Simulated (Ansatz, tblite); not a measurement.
Isomers of Te4Pb2⁺ (doublet), found by a short tight-binding search and relaxed with PBE-D4/def2-SVP in Ansatz.

In the def2 sets Pb, Te take a core potential; there is no spin–orbit coupling. The xTB rows come from tblite.

Other spin states were run for one of them alone.

A:

| atom | x (Å) | y (Å) | z (Å) |
| --- | --- | --- | --- |
| Pb1 | -0.2239 | -1.9136 | -1.0941 |
| Pb2 | 0.2169 | 1.9206 | 1.0969 |
| Te3 | -0.1991 | -1.0362 | 1.8958 |
| Te4 | 2.4046 | -0.5362 | -1.3585 |
| Te5 | -2.4064 | 0.5203 | 1.3491 |
| Te6 | 0.2080 | 1.0451 | -1.8892 |

B:

| atom | x (Å) | y (Å) | z (Å) |
| --- | --- | --- | --- |
| Pb1 | 0.455 | 1.040 | 2.040 |
| Pb2 | 1.036 | -1.711 | -1.203 |
| Te3 | -1.880 | -0.948 | -1.011 |
| Te4 | -0.672 | -1.835 | 1.312 |
| Te5 | 1.845 | 1.307 | -0.654 |
| Te6 | -0.783 | 2.147 | -0.484 |

Q: Estimate which lies lowest at each level, and how far above it the others are (eV).

A: 
| level | A | B |
| --- | --- | --- |
| GFN1-xTB | 0.32 | 0.00 |
| GFN2-xTB | 0.06 | 0.00 |
| PBE-D4/def2-TZVP | 0.17 | 0.00 |
| r2SCAN-D4/def2-TZVP | 0.16 | 0.00 |
| PBE0-D4/def2-TZVP | 0.23 | 0.00 |
Point groups (tolerance 0.1 Å): A Ci, B C2. A and B have the same bonds, so they are conformers or stereoisomers. Lower isomers may exist.
